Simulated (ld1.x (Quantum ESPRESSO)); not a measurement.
# What one change does to a pseudopotential (hafnium, TM)

ld1.x (Quantum ESPRESSO) 7.5 input, shortened:

```
&input
   title='Hf', zed=72., rel=2, dft='PBE', iswitch=3,
   config='[Xe] 4f14 5d3 5f-2 6s1 6p0', rel_dist='average'
 /
 &inputp
   pseudotype=2, tm=.true., lloc=-1, rcloc=2.30,
   nlcc=.true., rcore=1.55
 /
4
6S  1  0   1.00   0.00  2.15  2.15  0.0
6P  2  1   0.00   0.00  3.10  3.10  0.0
5D  3  2   3.00   0.00  2.50  2.50  0.0
5F  4  3  -2.00   0.20  3.15  3.15  0.0
 &test
   configts(1)='5d3 6s1 6p0'
 /
```

Open shells are filled in proportion to 2j + 1 (rel_dist='average').

Change: local potential all-electron potential smoothed inside 2.56 bohr (lloc = -1).

Cutoffs: the cutoffs (Ry, on a coarse ladder) from which the occupation-weighted sum of valence levels, in a spherical-Bessel basis at the reference potential, stays within 10 and 1 mRy of its value at 400 Ry; they do not see the model core or the augmentation charge, which bear on the density cutoff. Errors are all-electron minus pseudo energies relative to the spin-unpolarised reference configuration.

**Question.** Predict the effect on cutoff, ghosts and configuration errors.

**Answer.** The potential gets neither clearly harder nor softer (21 Ry and 30 Ry → 21 Ry and 30 Ry); the bound ghost in s disappears; the number of tests that count goes from 7 to 6; of the 6 tests that both files solve, the error grows in 2 and shrinks in 2 by more than 15 % and 0.3 meV (median size 81.5 → 86.0 meV); the range in which the d3/2 phases agree narrows (upper end at the end of the scan → 1.3); the range in which the d5/2 phases agree narrows (upper end at the end of the scan → 1.4). In the separable form a ghost depends on how the local part lies against the semilocal potential of the channel, so the choice of the local part can create or remove one.

| quantity | base | changed |
| --- | --- | --- |
| cutoff, loose | 21 Ry | 21 Ry |
| cutoff, tight | 30 Ry | 30 Ry |
| loose cutoff by channel (10 mRy a level) | s 12 Ry, d 18 Ry | s 6 Ry, d 18 Ry |
| bound ghosts | s | none |
| tests counted (converged, no solver errors) | 7 of 7 | 6 of 7 |
| error for 5d2 6s2 6p0, meV [ΔE -2.59 eV] | -37 | +21 |
| error for 5d2 6s1 6p0, meV [ΔE 5.39 eV] | -41 | +101 |
| error for 5d2 6s0 6p0, meV [ΔE 19.57 eV] | -69 | -71 |
| error for 5d1 6s2 6p0, meV [ΔE 3.91 eV] | -269 | +453 |
| error for 5d2 6s0 6p1, meV [ΔE 10.03 eV] | +94 | -15 |
| error for 5d1 6s0 6p0, meV [ΔE 41.35 eV] | -466 | -474 |
| s: phases at 3.42 bohr within 0.05 rad from the reference energy up to (Ry; the scan ends near 5) | n/a | -0.3 |
| p1/2: phases at 3.42 bohr within 0.05 rad from the reference energy up to (Ry; the scan ends near 5) | 0.2 | 0.5 |
| p3/2: phases at 3.42 bohr within 0.05 rad from the reference energy up to (Ry; the scan ends near 5) | 0.1 | 0.2 |
| d3/2: phases at 3.42 bohr within 0.05 rad from the reference energy up to (Ry; the scan ends near 5) | to the end of the scan | 1.3 |
| d5/2: phases at 3.42 bohr within 0.05 rad from the reference energy up to (Ry; the scan ends near 5) | to the end of the scan | 1.4 |
| f5/2: phases at 3.42 bohr within 0.05 rad from the reference energy up to (Ry; the scan ends near 5) | 3.9 | 3.0 |
| f7/2: phases at 3.42 bohr within 0.05 rad from the reference energy up to (Ry; the scan ends near 5) | n/a | n/a |

Changed file: Tests not counted: 5d1 6s2 6p1 (solver errors, printed error -53.2 eV). These tests converged, but a pseudo level misses the all-electron one widely, so the file describes the atom poorly there or has found another state: 5d2 6s0 6p0: empty 6s by 2.6 eV; 5d1 6s0 6p0: empty 6p by 2.2 eV. A true bound ghost makes a file unfit for plane-wave use even where its test errors are small: the radial tests pick states by their node count and pass the ghost by.
